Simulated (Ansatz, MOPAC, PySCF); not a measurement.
Noncovalent pair: NH3 (SMILES N) (first 4 atoms) with SiH4 (SMILES [SiH4]); geometry from B3LYP-D3(BJ)/def2-TZVP, rigid monomers moved along the line of their centres of mass till N1···Si5 is 5.11 Å.
(charge 0, multiplicity 1):
```xyz
9

N      0.070     0.164    -0.007
H     -0.744     0.643     0.360
H      0.038    -0.793     0.325
H      0.890     0.601     0.394
Si    -0.044    -0.022     5.094
H      1.191     0.665     4.657
H     -0.078    -0.077     6.574
H     -0.064    -1.400     4.553
H     -1.227     0.720     4.604
```

Counterpoise-corrected where a basis set is named; no monomer relaxation. Rows marked so take none.

Cores are frozen in the correlated methods. CBS(a, b) extrapolates the correlation energy as X⁻³ and adds the Hartree–Fock energy of set b. Rows in 3-21G, 6-31G* carry no dispersion term and start afresh at each structure (6-31G* with six Cartesian d functions). MP2/6-31G* freezes PySCF's default core. The state that AM1 reach isn't checked.

Programs: Ansatz (a quantum-chemistry and plane-wave program); MOPAC for AM1 (differences of heats of formation); PySCF for 3-21G rows, 6-31G* rows, the dispersion terms. Each number belongs to the level named beside it.

Other levels give for the interaction energy: PBE/def2-TZVPPD -0.16; B3LYP/def2-TZVPPD 0.06; B3LYP-D3(BJ)/def2-TZVPPD -0.19; wB97M-V/def2-TZVPPD -0.23; CCSD(T)/CBS(aug-cc-pV(D+d)Z, aug-cc-pV(T+d)Z) -0.23 kcal/mol.

Q: What do these common cheap choices give for the same quantity: AM1, HF/3-21G (no counterpoise), HF/6-31G* (no counterpoise), B3LYP/3-21G (no counterpoise), B3LYP/6-31G* (no counterpoise), M06-2X/6-31G* (no counterpoise), MP2/6-31G*, MP2/6-31G* (no counterpoise)?

A: AM1 0.04; HF/3-21G (no counterpoise) -0.11; HF/6-31G* (no counterpoise) -0.23; B3LYP/3-21G (no counterpoise) -0.22; B3LYP/6-31G* (no counterpoise) -0.39; M06-2X/6-31G* (no counterpoise) -0.46; MP2/6-31G* -0.06; MP2/6-31G* (no counterpoise) -0.42 kcal/mol. They span -0.46 to 0.04 kcal/mol.
